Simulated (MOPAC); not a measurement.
A run for MOPAC: PM7 on InP, 2S+1 = 3, a point of a bond scan (R = 7.221 Å).

```
PM7 1SCF PRECISE CHARGE=0 UHF MS=1 THREADS=1
InP

In    -0.00000000 1    -0.00000000 1    -0.62680193 1
P      0.00000000 1     0.00000000 1     6.59395635 1
```

Program output:

```
*******************************************************************************
 **                                                                           **
 **                              MOPAC v23.2.5                                **
 **                                                                           **
 *******************************************************************************
 ** MOPAC's Digital Object Identifier: https://doi.org/10.5281/zenodo.6511958 **
 **                                                                           **
 ** Please cite the open-source release paper for use of this MOPAC version:  **
 ** J. E. Moussa and J. J. P. Stewart (2026)                                  **
 ** MOPAC: An open-source semiempirical molecular orbital program             **
 ** J. Open Source Softw., 11(119), 8025, https://doi.org/10.21105/joss.08025 **
 *******************************************************************************

                              PM7 CALCULATION RESULTS

 *******************************************************************************
 *  PM7        - The PM7 Hamiltonian to be used
 *  UHF        - UNRESTRICTED HARTREE-FOCK CALCULATION
 *
 *
 *
 *                 CHARGE ON SYSTEM = 0
 *
 *
 *
 *  MS=        - IN MECI, MAGNETIC COMPONENT OF SPIN =  1.0
 *  PRECISE    - TIGHTER CRITERIA TO BE USED
 *  1SCF       - DO 1 SCF AND THEN STOP
 *  THREADS=1  - MULTI-THREADING NOT USED
 *  T=         - A TIME OF 172800.0 SECONDS REQUESTED
 *  DUMP=N     - RESTART FILE WRITTEN EVERY 7200.0 SECONDS REQUESTED
 *******************************************************************************
PM7 1SCF PRECISE CHARGE=0 UHF MS=1 THREADS=1
 InP

   ATOM   CHEMICAL          X               Y               Z
  NUMBER   SYMBOL      (ANGSTROMS)     (ANGSTROMS)     (ANGSTROMS)

     1      In         -0.00000000  *  -0.00000000  *  -0.62680193  *
     2       P          0.00000000  *   0.00000000  *   6.59395635  *



          CARTESIAN COORDINATES

    NO.       ATOM           X           Y           Z

     1        In         -0.0000     -0.0000     -0.6268
     2         P          0.0000      0.0000      6.5940

 General Reference for PM7:
 "Optimization of Parameters for Semiempirical Methods VI: More Modifications to the
 NDDO Approximations and Re-optimization of Parameters", J. J. P. Stewart, J. Mol. Mod., 1:32, 19 (2013)
 https://link.springer.com/article/10.1007/s00894-012-1667-x

           Empirical Formula: In P  =     2 atoms



      MOLECULAR POINT GROUP   :   C*v


          UHF CALCULATION, NO. OF ALPHA ELECTRONS =    5
                           NO. OF BETA  ELECTRONS =    3

 -------------------------------------------------------------------------------
 PM7 1SCF PRECISE CHARGE=0 UHF MS=1 THREADS=1
 InP



     1SCF WAS SPECIFIED, SO BFGS WAS NOT USED
     SCF FIELD WAS ACHIEVED


                              PM7 CALCULATION
                                                       MOPAC v23.2.5 Linux




          FINAL HEAT OF FORMATION =        124.87162 KCAL/MOL =     522.46286 KJ/MOL


          COSMO AREA              =        120.13 SQUARE ANGSTROMS
          COSMO VOLUME            =         87.70 CUBIC ANGSTROMS

          IONIZATION POTENTIAL    =          6.357857 EV
          ALPHA SOMO LUMO (EV)    =         -7.494  4.093
          BETA  SOMO LUMO (EV)    =         -6.358 -3.108
          NO. OF ALPHA ELECTRONS  =          5
          NO. OF BETA  ELECTRONS  =          3
          MOLECULAR WEIGHT        =        145.7938         POINT GROUP:  C*v

          MOLECULAR DIMENSIONS (Angstroms)

            Atom       Atom       Distance
            P     2   In     1     7.22076
            P     2   In     1     0.00000
           In     1    P     2     0.00000


          SCF CALCULATIONS        =          1





   ATOM   CHEMICAL          X               Y               Z
  NUMBER   SYMBOL      (ANGSTROMS)     (ANGSTROMS)     (ANGSTROMS)

     1      In         -0.00000000  *  -0.00000000  *  -0.62680193  *
     2       P          0.00000000  *   0.00000000  *   6.59395635  *

                             CARTESIAN COORDINATES

   1   In       -0.000000000    -0.000000000    -0.626801930
   2    P        0.000000000     0.000000000     6.593956350


           Empirical Formula: In P  =     2 atoms



      MOLECULAR POINT GROUP   :   C*v


          ALPHA EIGENVALUES
 -46.06195 -10.96349 -10.96349 -10.96349  -7.49427   4.09290   4.71356   8.19430
 104.65069 104.65069 104.65069 104.65069 104.65070


           BETA EIGENVALUES
 -40.96425  -7.38918  -6.35786  -3.10844  -3.10844  -3.10844   4.85567   6.52652
 104.65389 104.65389 104.65389 104.65389 104.65389


              NET ATOMIC CHARGES AND DIPOLE CONTRIBUTIONS

  ATOM NO.   TYPE          CHARGE      No. of ELECS.   s-Pop       p-Pop       d-Pop
    1         In           0.000001        3.0000     0.28499     2.71501
    2          P          -0.000001        5.0000     2.00000     3.00000     0.00000
 DIPOLE           X         Y         Z       TOTAL
 POINT-CHG.     0.000     0.000    -0.000     0.000
 HYBRID        -0.000     0.000    -0.597     0.597
 SUM           -0.000     0.000    -0.597     0.597


          ATOMIC ORBITAL ELECTRON POPULATIONS

     Atom    s        px        py        pz      x^2-y^2     xz        z^2       yz        xy
    1 In   0.28499   1.00000   0.00000   1.71501
    2  P   2.00000   1.00000   1.00000   1.00000   0.00000   0.00000   0.00000   0.00000   0.00000


                    (SZ)    =    1.000000
                    (S**2)  =    3.483706


          ATOMIC ORBITAL SPIN POPULATIONS

    Atom   Total    s     px     py     pz   x^2-y^2  xz     z^2    yz     xy
         Atomic
    1 In -1.0000 -0.069 -1.000 -0.000  0.069
    2  P  3.0000 -0.000  1.000  1.000  1.000  0.000 -0.000 -0.000 -0.000  0.000

 **********************
 *                    *
 * JOB ENDED NORMALLY *
 *                    *
 **********************




 == MOPAC DONE ==
```

The run finished. Its determinant has ⟨S²⟩ = 3.48, a mixture of spin states.

Cost: around 0.04 core-seconds (rough).
